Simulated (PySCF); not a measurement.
# Exact mass, isotope pattern and composition

Species: TMS (`C[Si](C)(C)C`).

Calculated for natural abundance.

Question: Molar mass and exact mass?

Answer: For C4H12Si, with standard atomic weights, 4 × 12.011 + 1 × 28.085 + 12 × 1.008 = 88.225 g/mol. From the most abundant isotopes (12C, 28Si, 1H), 4 × 12.000000 + 1 × 27.976927 + 12 × 1.007825 = 88.0708 u.

Question: What cluster does the molecular ion M+• show when like nominal masses merge?

Answer: 
```json
{"nominal mass": "88", "m/z (centroid)": "88.0703", "relative intensity": "100.0"}
{"nominal mass": "89", "m/z (centroid)": "89.0717", "relative intensity": "9.5"}
{"nominal mass": "90", "m/z (centroid)": "90.0677", "relative intensity": "3.7"}
{"nominal mass": "91", "m/z (centroid)": "91.0708", "relative intensity": "0.2"}
```

Lines under 0.1 % of the tallest are left out. One electron mass, 0.00055 u, is taken off.

Question: What share of all molecules is the monoisotopic species?

Answer: 0.9893^4 × 0.922297 × 0.999885^12 = 88.22 %.

Question: What resolving power m/Δm just matches the spacing of the species with one 29Si and with one 13C?

Answer: They lie 0.00379 u apart at mass 89.07, so m/Δm is about 24000.

Question: Count the protons, neutrons and electrons of the monoisotopic species, and give its exact less its nominal mass.

Answer: 50 protons, 38 neutrons and 50 electrons; 88.0708 − 88 = +0.0708 u.

Question: List the species in which a single atom is changed from its most abundant isotope.

Answer: Intensity in % of the monoisotopic species:

```csv
isotope,mass shift (u),m/z,intensity (%)
29Si,+0.99957,89.0698,5.08
13C,+1.00335,89.0736,4.33
2H,+1.00628,89.0766,0.14
30Si,+1.99684,90.0671,3.35
```

Species under 0.02 % are left out.
